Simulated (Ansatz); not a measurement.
## A barrier at the coupled-cluster level

Start structure (SnH$_{6}$S, singlet), relaxed at PBE0-D4/def2-TZVP:

```
8
angstrom
Sn -1.2625 -0.7094 -0.0026
H -0.1477 -1.1260 1.2174
H -0.6976 -1.2317 -1.5199
H -2.7499 -1.4832 0.3323
H -1.5129 0.9755 -0.0059
H 2.6122 0.4088 0.4185
S 2.0984 1.0892 -0.6173
H 1.6601 2.0768 0.1777
```

The step: SnH₄ + H₂S → SnH₄S ([SH][SnH3]) + H₂; bonds formed: Sn1–S7, H2–H6; bonds broken: Sn1–H2, H6–S7. Ansatz 0.2.0; basis: def2-TZVPP and def2-QZVPP; cores frozen in the correlated methods. Filled d shells of the heavier atoms are correlated. Core potentials replace the inner electrons of the atoms past krypton. The def2 sets are not built for correlating such inner shells, so the correlated values are less sure here. Extrapolation: Hartree–Fock as exp(−7.88 √X), correlation as X^−2.97. Energies below are by CCSD(T) at an estimated basis limit (MP2 extrapolated from triple and quadruple zeta, plus CCSD(T) − MP2 in triple zeta).

What are the electronic barrier and the energy of the step, from the start structure to the end structure? (Judge from chemistry; the value comes from the calculation.)

Computed: Barrier 42.81 kcal/mol; step energy -9.33 kcal/mol (downhill); reverse barrier, their difference, 52.13 kcal/mol. Barrier and step energy count from the start structure, the reverse barrier from the end structure.

The saddle point: One imaginary mode of 1353i cm⁻¹.
| pair | start (Å) | saddle (Å) | end (Å) |
| --- | --- | --- | --- |
| Sn1–S7 | 3.86 | 2.80 | 2.41 |
| H2–H6 | 3.26 | 0.99 | 0.75 |
| Sn1–H2 | 1.70 | 2.00 | 4.15 |
| H6–S7 | 1.34 | 1.70 | 3.15 |

Zero-point energy (harmonic, PBE0-D4): ZPE is 26.64 kcal/mol at the start and 25.80 kcal/mol at the saddle, so the barrier goes from 42.81 to 41.97 kcal/mol.

The T1 diagnostic stays at or below 0.016.

Labels in which every atom is bracketed show which atoms are joined, not bond orders.

For scale, one of the runs: CCSD(T)/def2-TZVPP, 176 basis functions, launched by `ansatz run in.yaml --threads 2 --pin off --events-out ev --progress --plain --max-ram 4352MiB`. The run took 19 s on 2 CPU threads of an Intel Xeon 6975P-C (shared host), with 1.8 GiB of host memory at its peak.
